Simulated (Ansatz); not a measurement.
One change: `[OH][Al]([SH])[O][SiH3]` becomes `[OH][Al]([OH])[SH]`.

Ansatz, PBE0-D4/def2-TZVP geometries, multiplicity 1. Each molecule was computed in one conformer, which needn't be the lowest.

| property | `[OH][Al]([SH])[O][SiH3]` |
| --- | --- |
| HOMO energy (ωB97M-V/def2-TZVPP) / eV | -10.03 |
| size of the dipole moment (B3LYP/def2-TZVPP) / D | 0.62 |
| size of the dipole moment (PBE/def2-TZVPP) / D | 0.66 |
| LUMO energy (B3LYP/def2-TZVPP) / eV | -0.96 |
| LUMO energy (ωB97M-V/def2-TZVPP) / eV | 0.91 |
| HOMO–LUMO gap (PBE0/def2-TZVPP) / eV | 7.15 |

(1) What does the change do to each property? (Estimate.)

Answers

(1) The calculation gave: 
```tsv
property	`[OH][Al]([OH])[SH]`	shift
HOMO energy (ωB97M-V/def2-TZVPP) / eV	-9.77	0.26
size of the dipole moment (B3LYP/def2-TZVPP) / D	3.03	2.41
size of the dipole moment (PBE/def2-TZVPP) / D	2.91	2.25
LUMO energy (B3LYP/def2-TZVPP) / eV	-0.86	0.10
LUMO energy (ωB97M-V/def2-TZVPP) / eV	1.02	0.11
HOMO–LUMO gap (PBE0/def2-TZVPP) / eV	7.04	-0.11
```

With PBE0 the HOMO rises by 0.25 eV and the LUMO rises by 0.14 eV, so the gap narrows by about 0.11 eV. PBE moves the HOMO by 0.24 eV and ωB97M-V by 0.26 eV. Dipoles are sizes alone; their direction can turn.

B3LYP here is the variant with VWN-RPA as its local correlation; programs differ in this.
